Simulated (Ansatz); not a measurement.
Mg9S9 (started as a model of: (MgS)9 cage of four- and six-membered rings). The state is a singlet with charge 0. Geometry PBE-D4/def2-SVP; atoms count from 1.

```xyz
18

Mg    0.007   -3.199    0.264
Mg   -0.251   -1.642   -2.336
Mg    2.479   -1.434    0.106
Mg   -0.024   -0.488    2.825
Mg   -2.754   -0.695    0.383
Mg   -1.861    1.765    1.930
Mg   -1.090    2.026   -1.709
Mg    1.640    2.233    0.732
Mg    1.853    1.434   -2.194
S    -2.023   -2.564   -0.905
S     1.622   -2.960   -1.562
S     1.331   -2.309    2.094
S    -2.440   -0.462    2.768
S    -2.937    1.673   -0.244
S     0.417    1.928    2.756
S    -0.071    0.508   -3.350
S     3.284    0.763   -0.351
S     0.818    3.422   -1.206
```

Single mean-field runs in def2-TZVP are fitted with def2-universal-jkfit. Another isomer (singlet) lies 0.34 eV lower at PBE0-D4/def2-TZVP; other spin states weren't run for this one.

Estimate the Mulliken populations from the PBE0/def2-TZVP orbitals of Ansatz.


```json
{"atom": "Mg1", "charge (e)": "0.80"}
{"atom": "Mg2", "charge (e)": "0.82"}
{"atom": "Mg3", "charge (e)": "0.82"}
{"atom": "Mg4", "charge (e)": "0.82"}
{"atom": "Mg5", "charge (e)": "0.82"}
{"atom": "Mg6", "charge (e)": "0.80"}
{"atom": "Mg7", "charge (e)": "0.82"}
{"atom": "Mg8", "charge (e)": "0.82"}
{"atom": "Mg9", "charge (e)": "0.80"}
{"atom": "S10", "charge (e)": "-0.83"}
{"atom": "S11", "charge (e)": "-0.79"}
{"atom": "S12", "charge (e)": "-0.83"}
{"atom": "S13", "charge (e)": "-0.79"}
{"atom": "S14", "charge (e)": "-0.83"}
{"atom": "S15", "charge (e)": "-0.83"}
{"atom": "S16", "charge (e)": "-0.83"}
{"atom": "S17", "charge (e)": "-0.83"}
{"atom": "S18", "charge (e)": "-0.79"}
```
Mulliken values depend strongly on the basis.

And the Mayer bond orders between heavy atoms (over 0.3)?

Mg1–S10 0.66 (2.43 Å); Mg1–S11 0.55 (2.45 Å); Mg1–S12 0.66 (2.43 Å); Mg2–S10 0.60 (2.46 Å); Mg2–S11 0.67 (2.42 Å); Mg2–S16 0.69 (2.38 Å); Mg3–S11 0.67 (2.42 Å); Mg3–S12 0.60 (2.46 Å); Mg3–S17 0.69 (2.38 Å); Mg4–S12 0.69 (2.38 Å); Mg4–S13 0.67 (2.42 Å); Mg4–S15 0.60 (2.46 Å); Mg5–S10 0.69 (2.38 Å); Mg5–S13 0.67 (2.42 Å); Mg5–S14 0.60 (2.46 Å); Mg6–S13 0.55 (2.45 Å); Mg6–S14 0.66 (2.43 Å); Mg6–S15 0.66 (2.43 Å); Mg7–S14 0.69 (2.38 Å); Mg7–S16 0.60 (2.46 Å); Mg7–S18 0.67 (2.42 Å); Mg8–S15 0.69 (2.38 Å); Mg8–S17 0.60 (2.46 Å); Mg8–S18 0.67 (2.42 Å); Mg9–S16 0.66 (2.43 Å); Mg9–S17 0.66 (2.43 Å); Mg9–S18 0.55 (2.45 Å).
